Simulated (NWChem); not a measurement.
System: AlSiNH$_{6}$O$_{2}$; SMILES [SiH2](N)[Al]([OH])[OH]

NWChem input:

```
start job
memory heap 200 mb stack 900 mb global 1100 mb
geometry units angstroms noautosym nocenter noautoz
  Si    -0.706333     1.479564     0.018929
  N      0.598702     2.646962    -0.033101
  Al    -0.011960    -0.866195     0.001989
  O     -1.177847    -2.110444    -0.009729
  O      1.667770    -1.178504     0.002329
  H     -1.508582     1.758564     1.254843
  H     -1.597070     1.753185    -1.155717
  H      1.155129     2.655396    -0.883304
  H      1.231473     2.643449     0.762025
  H     -1.070140    -3.061744    -0.014288
  H      2.124785    -2.020279    -0.004174
end
basis spherical
  * library 6-311g**
end
dft
  xc b3lyp
  iterations 150
end
property
  shielding
end
task dft property
```

Parts of the log:

```
             Northwest Computational Chemistry Package (NWChem) 7.3.0
             --------------------------------------------------------

                             Geometry "geometry" -> ""
                             -------------------------

 Output coordinates in angstroms (scale by  1.889725989 to convert to a.u.)

  No.       Tag          Charge          X              Y              Z
 ---- ---------------- ---------- -------------- -------------- --------------
    1 Si                  14.0000    -0.70633300     1.47956400     0.01892900
    2 N                    7.0000     0.59870200     2.64696200    -0.03310100
    3 Al                  13.0000    -0.01196000    -0.86619500     0.00198900
    4 O                    8.0000    -1.17784700    -2.11044400    -0.00972900
    5 O                    8.0000     1.66777000    -1.17850400     0.00232900
    6 H                    1.0000    -1.50858200     1.75856400     1.25484300
    7 H                    1.0000    -1.59707000     1.75318500    -1.15571700
    8 H                    1.0000     1.15512900     2.65539600    -0.88330400
    9 H                    1.0000     1.23147300     2.64344900     0.76202500
   10 H                    1.0000    -1.07014000    -3.06174400    -0.01428800
   11 H                    1.0000     2.12478500    -2.02027900    -0.00417400

 Effective nuclear repulsion energy (a.u.)     270.1414371532

                              NWChem Property Module
                              ----------------------

  itol2e modified to match energy
  convergence criterion.

                                 NWChem DFT Module
                                 -----------------

 Summary of "ao basis" -> "ao basis" (spherical)
 ------------------------------------------------------------------------------
       Tag                 Description            Shells   Functions and Types
 ---------------- ------------------------------  ------  ---------------------
 Si                         6-311g**                12       26   6s5p1d
 N                          6-311g**                 8       18   4s3p1d
 Al                         6-311g**                12       26   6s5p1d
 O                          6-311g**                 8       18   4s3p1d
 H                          6-311g**                 4        6   3s1p

  itol2e modified to match energy
  convergence criterion.

            General Information
            -------------------
          SCF calculation type: DFT
          Wavefunction type:  closed shell.
          No. of atoms     :    11
          No. of electrons :    56
           Alpha electrons :    28
            Beta electrons :    28
          Charge           :     0
          Spin multiplicity:     1
          Use of symmetry is: off; symmetry adaption is: off
          Maximum number of iterations: 150
          AO basis - number of functions:   142
                     number of shells:    72
          Convergence on energy requested:  1.00D-07
          Convergence on density requested:  1.00D-05
          Convergence on gradient requested:  5.00D-04

              XC Information
              --------------
                         B3LYP Method XC Potential
                     Hartree-Fock (Exact) Exchange  0.200
                        Slater Exchange Functional  0.800 local
                    Becke 1988 Exchange Functional  0.720 non-local
              Lee-Yang-Parr Correlation Functional  0.810
                  VWN I RPA Correlation Functional  0.190 local

             Grid Information
             ----------------
          Grid used for XC integration:  fine
          Radial quadrature: Mura-Knowles
          Angular quadrature: Lebedev.
          Tag              B.-S. Rad. Rad. Pts. Rad. Cut. Ang. Pts.
          ---              ---------- --------- --------- ---------
          Si                  1.10      123          12.0       770
          N                   0.65       70          14.0       590
          Al                  1.25      123          12.0       770
          O                   0.60       70          13.0       590
          H                   0.35       60          14.0       590
          Grid pruning is: on
          Number of quadrature shells:   816
          Spatial weights used:  Erf1

      Superposition of Atomic Density Guess
      -------------------------------------

 Sum of atomic energies:        -737.56876931

      Non-variational initial energy
      ------------------------------

 Total energy =    -739.017060
 1-e energy   =   -1557.297389
 2-e energy   =     548.138892
 HOMO         =      -0.294986
 LUMO         =      -0.008681

   convergence    iter        energy       DeltaE   RMS-Dens  Diis-err
 ---------------- ----- ----------------- --------- --------- ---------
 d= 0,ls=0.0,diis     1   -740.8164211699 -1.01D+03  1.02D-02  2.07D+00
 d= 0,ls=0.0,diis     2   -740.6489352189  1.67D-01  6.42D-03  3.48D+00
 d= 0,ls=0.0,diis     3   -740.9688342997 -3.20D-01  1.03D-03  1.64D-01
 d= 0,ls=0.0,diis     4   -740.9818308534 -1.30D-02  3.50D-04  4.98D-03
 d= 0,ls=0.0,diis     5   -740.9822460572 -4.15D-04  1.46D-04  1.45D-03
  Resetting Diis
 d= 0,ls=0.0,diis     6   -740.9823831675 -1.37D-04  3.63D-05  5.01D-05
 d= 0,ls=0.0,diis     7   -740.9823886150 -5.45D-06  1.06D-05  1.85D-06
 d= 0,ls=0.0,diis     8   -740.9823885523  6.27D-08  5.99D-06  2.40D-06

         Total DFT energy =     -740.982388552317
      One electron energy =    -1563.692973382075
           Coulomb energy =      618.745939156964
    Exchange-Corr. energy =      -66.176791480358
 Nuclear repulsion energy =      270.141437153152

 Numeric. integr. density =       56.000000096551

                       DFT Final Molecular Orbital Analysis
                       ------------------------------------

[...]

          -----------------------------------------
          Chemical Shielding Tensors (GIAO, in ppm)
          -----------------------------------------

                                NWChem CPHF Module
                                ------------------

  scftype          =     RHF
  nclosed          =       28
  nopen            =        0
  variables        =     3192
  # of vectors     =        3
  tolerance        = 0.10D-03
  level shift      = 0.00D+00
  max iterations   =       50
  max subspace     =       30

 SCF residual:    6.2228942728047992E-004

Iterative solution of linear equations
  No. of variables     3192
  No. of equations        3
  Maximum subspace       30
        Iterations       50
       Convergence  1.0D-04

   iter   nsub   residual    time
   ----  ------  --------  ---------
     1      3    2.59D-01      93.5
     2      6    1.42D-02     104.7
     3      9    1.39D-03     114.5
     4     12    9.42D-05     125.1

      Atom:    1  Si
        Diamagnetic
    881.2196      1.9510     -0.1395
      1.9510    883.9860     -0.1062
     -0.1395     -0.1062    877.5335

        Paramagnetic
   -427.6057     56.7598     -4.1091
     56.7598   -468.9995     -1.6599
     -4.1091     -1.6599   -546.3456

        Total Shielding Tensor
    453.6140     58.7107     -4.2487
     58.7107    414.9865     -1.7661
     -4.2487     -1.7661    331.1879

           isotropic =     399.9295
          anisotropy =     144.4472

          Principal Components and Axis System
                 1           2           3
              496.2276    372.5214    331.0394

      1         0.8099     -0.5854      0.0369
      2         0.5859      0.8104     -0.0048
      3        -0.0271      0.0255      0.9993

      Atom:    2  N
        Diamagnetic
    322.4527     13.8801     -0.0923
     13.8801    309.6925     -0.7707
     -0.0923     -0.7707    318.1315

        Paramagnetic
    -77.2305     -6.8545      3.8696
     -6.8545    -71.0233     -0.0263
      3.8696     -0.0263      3.8116

        Total Shielding Tensor
    245.2222      7.0256      3.7773
      7.0256    238.6692     -0.7970
      3.7773     -0.7970    321.9431

           isotropic =     268.6115
          anisotropy =      80.2793

          Principal Components and Axis System
                 1           2           3
              322.1311    249.5934    234.1101

      1         0.0486      0.8392     -0.5416
      2        -0.0055      0.5425      0.8401
      3         0.9988     -0.0378      0.0309

      Atom:    3  Al
        Diamagnetic
    797.2141      0.2136      0.0014
      0.2136    799.0712      0.0090
      0.0014      0.0090    794.3374

        Paramagnetic
   -361.3364    -23.7568      0.8984
    -23.7568   -313.6329      0.9323
      0.8984      0.9323   -387.6872

        Total Shielding Tensor
    435.8777    -23.5432      0.8998
    -23.5432    485.4383      0.9413
      0.8998      0.9413    406.6503

           isotropic =     442.6555
          anisotropy =      78.2804

          Principal Components and Axis System
                 1           2           3
              494.8424    426.5475    406.5765

      1        -0.3707      0.9272     -0.0529
      2         0.9287      0.3697     -0.0277
      3         0.0061      0.0594      0.9982

      Atom:    4  O
        Diamagnetic
    385.5773     12.4047      0.1022
     12.4047    407.6193      0.2069
      0.1022      0.2069    372.4521

        Paramagnetic
   -120.3766     44.8632      0.6290
     44.8632    -93.5923      0.1871
      0.6290      0.1871    -86.2627

        Total Shielding Tensor
    265.2007     57.2679      0.7312
     57.2679    314.0270      0.3940
      0.7312      0.3940    286.1895

           isotropic =     288.4724
          anisotropy =      95.1061

          Principal Components and Axis System
                 1           2           3
              351.8764    286.1839    227.3568

      1         0.5513     -0.0006      0.8343
      2         0.8342     -0.0130     -0.5512
      3         0.0111      0.9999     -0.0067

      Atom:    5  O
        Diamagnetic
    404.1585    -14.4521     -0.0580
    -14.4521    389.0515      0.1106
     -0.0580      0.1106    371.9932

        Paramagnetic
    -73.9916    -25.5767      0.3939
    -25.5767   -154.6162     -0.3210
      0.3939     -0.3210    -81.9603

        Total Shielding Tensor
    330.1668    -40.0289      0.3359
    -40.0289    234.4353     -0.2104
      0.3359     -0.2104    290.0330

           isotropic =     284.8783
          anisotropy =      89.7343

          Principal Components and Axis System
                 1           2           3
              344.7012    290.0303    219.9035

      1         0.9400     -0.0071      0.3412
      2        -0.3412      0.0013      0.9400
      3         0.0071      1.0000      0.0012

      Atom:    6  H
        Diamagnetic
     29.1026     -1.5055     -6.7405
     -1.5055     26.1833      2.4001
     -6.7405      2.4001     32.3185

        Paramagnetic
     -1.1174      1.3766      3.0609
      1.3766      0.1241     -1.5068
      3.0609     -1.5068     -6.1921

        Total Shielding Tensor
     27.9852     -0.1288     -3.6796
     -0.1288     26.3074      0.8933
     -3.6796      0.8933     26.1264

           isotropic =      26.8063
          anisotropy =       6.2054

          Principal Components and Axis System
                 1           2           3
               30.9433     26.3407     23.1350

      1         0.7740      0.2315      0.5893
      2        -0.1405      0.9703     -0.1967
      3        -0.6173      0.0695      0.7836

      Atom:    7  H
        Diamagnetic
     30.1113     -1.6337      6.8997
     -1.6337     26.1820     -2.2775
      6.8997     -2.2775     31.3375

        Paramagnetic
     -1.6031      1.4736     -3.4341
      1.4736      0.1288      1.4166
     -3.4341      1.4166     -5.7271

        Total Shielding Tensor
     28.5082     -0.1602      3.4656
     -0.1602     26.3109     -0.8609
      3.4656     -0.8609     25.6104

           isotropic =      26.8098
          anisotropy =       6.1319

          Principal Components and Axis System
                 1           2           3
               30.8978     26.3564     23.1753

      1         0.8188      0.2213     -0.5298
      2        -0.1334      0.9708      0.1993
      3         0.5584     -0.0925      0.8244

      Atom:    8  H
        Diamagnetic
     31.4266      3.8119     -8.9185
      3.8119     25.2778     -2.0548
     -8.9185     -2.0548     35.8618

        Paramagnetic
      0.7105     -1.0628      2.6286
     -1.0628      2.4080      0.9292
      2.6286      0.9292      2.6567

        Total Shielding Tensor
     32.1371      2.7491     -6.2899
      2.7491     27.6858     -1.1256
     -6.2899     -1.1256     38.5185

           isotropic =      32.7805
          anisotropy =      14.9802

          Principal Components and Axis System
                 1           2           3
               42.7673     29.5847     25.9894

      1        -0.5329      0.6202     -0.5756
      2        -0.1592      0.5947      0.7881
      3         0.8311      0.5116     -0.2182

      Atom:    9  H
        Diamagnetic
     33.0855      3.8343      9.2327
      3.8343     25.2669      1.4922
      9.2327      1.4922     34.1725

        Paramagnetic
      0.2848     -1.1140     -2.3869
     -1.1140      2.4327     -0.8144
     -2.3869     -0.8144      3.0985

        Total Shielding Tensor
     33.3703      2.7203      6.8457
      2.7203     27.6997      0.6778
      6.8457      0.6778     37.2710

           isotropic =      32.7803
          anisotropy =      14.9678

          Principal Components and Axis System
                 1           2           3
               42.7589     29.5822     25.9999

      1         0.6101      0.5625     -0.5581
      2         0.1453      0.6130      0.7766
      3         0.7789     -0.5548      0.2923

      Atom:   10  H
        Diamagnetic
     23.3946      1.6248      0.0137
      1.6248     47.6626      0.1396
      0.0137      0.1396     20.6471

        Paramagnetic
      0.3852      1.0525      0.0121
      1.0525     -3.6250     -0.0298
      0.0121     -0.0298      2.8376

        Total Shielding Tensor
     23.7798      2.6772      0.0258
      2.6772     44.0377      0.1098
      0.0258      0.1098     23.4847

           isotropic =      30.4341
          anisotropy =      20.9281

          Principal Components and Axis System
                 1           2           3
               44.3861     23.4865     23.4295

      1         0.1288      0.2027      0.9707
      2         0.9917     -0.0316     -0.1250
      3         0.0054      0.9787     -0.2051

      Atom:   11  H
        Diamagnetic
     32.7379    -11.9049     -0.0781
    -11.9049     38.4365      0.1253
     -0.0781      0.1253     20.4778

        Paramagnetic
     -0.0438      1.6518      0.0199
      1.6518     -3.7829     -0.0390
      0.0199     -0.0390      3.1482

        Total Shielding Tensor
     32.6940    -10.2530     -0.0582
    -10.2530     34.6535      0.0864
     -0.0582      0.0864     23.6260

           isotropic =      30.3245
          anisotropy =      20.4743

          Principal Components and Axis System
                 1           2           3
               43.9741     23.6263     23.3732

      1        -0.6726      0.0473      0.7385
      2         0.7400      0.0362      0.6717
      3         0.0051      0.9982     -0.0594
```

Level: B3LYP/6-311G** (spherical d), GIAO. The geometry was optimised at PBE0/def2-SVP. The printed shielding anisotropy is the first printed principal value minus the mean of the other two.
